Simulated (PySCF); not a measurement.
A structure optimised at PBE-D3(BJ)/def2-SVP, used in a PySCF frequency run:

```
Si
O 1 1.6651
H 2 0.9736 1 114.97
O 1 1.6736 2 109.95 3 49.00
H 4 0.9730 1 114.18 2 -127.52
C 1 1.8567 2 106.88 3 173.01
H 6 1.1071 1 110.70 2 175.71
H 6 1.1075 7 108.68 1 121.37
H 6 1.1089 7 108.71 8 117.99
Br 1 2.2692 2 110.92 3 -67.71
```
Charge 0, spin multiplicity 1.

Q: Write its SMILES and formula.

A: C[Si](O)(O)Br, CH5BrO2Si

Q: What are its rotational constants (standard atomic weights)?

A: 3.5558, 1.4762, 1.4343 GHz
